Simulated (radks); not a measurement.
The numbers below are computed, except where a source is named.
Species: Ho. Configuration: [Xe] 4f11 6s2. Code: a radial shooting solver on a logarithmic mesh with Libxc functionals. Model: scalar-relativistic Kohn-Sham, B86b exchange with PBE correlation, spin-unpolarised, spherical densities, finite nucleus; Fermi nuclear charge, rms radius 5.2022 fm.

Local quantities along the radius. ELF = 1/(1 + alpha^2) is the electron localisation function; alpha = (tau - tau_W)/tau_unif compares the Pauli kinetic energy density with that of the uniform gas; r v_xc is r times the local exchange-correlation potential (hartree bohr); -r V(r) is the screened charge that the Kohn-Sham potential presents (atomic units). tau is taken from the large components.

r (bohr)	ELF	alpha	r v_xc	-r V(r)
0.001028	0.999	0.02383	-0.1277	66.66
0.001427	0.999	0.02506	-0.1465	66.49
0.001965	0.999	0.02742	-0.1730	66.27
0.002728	0.999	0.03172	-0.2095	65.97
0.003757	0.998	0.03908	-0.2548	65.56
0.005215	0.997	0.05290	-0.3105	64.98
0.007182	0.994	0.07949	-0.3712	64.23
0.00997	0.981	0.1396	-0.4339	63.20
0.01373	0.925	0.2848	-0.4863	61.88
0.01891	0.700	0.6539	-0.5221	60.17
0.02625	0.371	1.301	-0.5451	57.93
0.03614	0.382	1.272	-0.6130	55.20
0.05018	0.660	0.7171	-0.7830	51.82
0.0691	0.730	0.6083	-0.8936	47.80
0.09592	0.444	1.118	-0.8959	42.97
0.1321	0.401	1.223	-0.9727	37.68
0.1834	0.717	0.6279	-1.208	31.92
0.2525	0.560	0.8860	-1.156	26.06
0.3478	0.256	1.705	-1.036	20.21
0.4828	0.689	0.6721	-1.373	14.68
0.6648	0.605	0.8074	-1.338	9.932
0.9229	0.329	1.429	-1.137	6.359
1.271	0.511	0.9782	-1.136	4.068
1.764	0.502	0.9962	-0.9965	2.506
2.43	0.148	2.400	-0.7589	1.549
3.373	0.231	1.827	-0.6984	1.055
4.645	0.866	0.3927	-0.6955	0.8076
6.397	0.965	0.1916	-0.4989	0.5182
8.88	0.904	0.3250	-0.3312	0.3326
12.23	0.254	1.713	-0.1629	0.1629

On this mesh the ELF has minima near r = 0.031, 0.11, 0.35, 0.92, 2.9 bohr, which separate the shells, and maxima near 0.059 (0.74), 0.22 (0.72), 0.57 (0.71), 1.5 (0.57), 6.4 (0.96).
